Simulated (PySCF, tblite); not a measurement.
# Complex of silicon tetrafluoride and hydrogen sulfide

A gas-phase complex of silicon tetrafluoride and hydrogen sulfide; neutral, singlet. The structure comes from a short search (6 tight-binding starts) and was optimised by PBE0-D3(BJ)/def2-SVPD; another way of binding may lie lower.

This structure isn't a minimum: the optimisation stopped short of the minimum along a soft mode, which is imaginary here (24i cm⁻¹ by PBE0-D3(BJ)/def2-SVPD), and forces of up to 0.019 eV/Å are left. All values below rest on it.

| part | name | SMILES | atoms | charge | multiplicity |
| --- | --- | --- | --- | --- | --- |
| 1 | silicon tetrafluoride | F[Si](F)(F)F | 1–5 | 0 | 1 |
| 2 | hydrogen sulfide | S | 6–8 | 0 | 1 |

```
atom  part   x (Å)   y (Å)   z (Å)
  F1     1   0.689   1.732  -0.365
 Si2     1   0.049   0.280  -0.222
  F3     1  -0.179  -0.396  -1.647
  F4     1   0.908  -0.655   0.736
  F5     1  -1.389   0.466   0.448
  S6     2   3.118  -0.089  -1.714
  H7     2   3.163   1.214  -2.060
  H8     2   2.547  -0.443  -2.884
```

```json
{"contact": "F5–Si2···S6", "kind (by geometry)": "tetrel bond", "distance (Å)": "3.433", "angle (°)": "179"}
```

Interaction energies are complex less parts, with the parts frozen as they stand in it; counterpoise-corrected, in kcal/mol (PySCF).

Problem. Give the interaction energy at each level run.

Solution. 
```json
{"level": "wB97M-D3(BJ)/def2-SVPD", "interaction": "-2.75", "superposition error removed": "-1.00"}
{"level": "PBE0-D3(BJ)/def2-SVPD", "interaction": "-3.01", "superposition error removed": "-1.09"}
```

Problem. What holds them together? Decompose the wB97M-D3(BJ)/def2-SVPD energy: frozen parts, their antisymmetrised product, then relaxation.

Solution. electrostatic -7.1, Pauli repulsion +7.2, orbital relaxation -2.4, dispersion correction -1.5 kcal/mol, which sum to the value before the counterpoise correction; the Pauli term holds the exchange-correlation of the frozen density too. Of the attraction, 65 % is electrostatic, 22 % is orbital relaxation, 13 % is dispersion correction.

The orbital term holds the superposition error of 1.0 kcal/mol.

The parts were also relaxed and run alone, at the levels used for the complex: shieldings by PBE0/pcSseg-2; core levels by delta-SCF with SCAN, pcX-2 on the ionised atom and pcseg-1 elsewhere, spin-free X2C (2p3/2 is the spin-free 2p value less a third of a first-order spin-orbit splitting).

Values alone: F5–Si2 bond (Å): 1.592; shielding of Si2 (ppm): 450.0; shielding of S6 (ppm): 704.4; shielding of F5 (ppm): 340.9; F1 1s core level (eV): 694.45; Si2 2p3/2 core level (eV): 112.05; S6 2p3/2 core level (eV): 170.38.

Problem. What does binding change?

Solution. 
```csv
property,alone,in the complex,change
F5–Si2 bond (Å),1.592,1.597,+0.005
shielding of Si2 (ppm),450.0,451.0,+1.0
shielding of S6 (ppm),704.4,691.6,-12.8
shielding of F5 (ppm),340.9,337.8,-3.1
F1 1s core level (eV),694.45,694.04,-0.41
Si2 2p3/2 core level (eV),112.05,111.56,-0.49
S6 2p3/2 core level (eV),170.38,170.63,+0.25
```
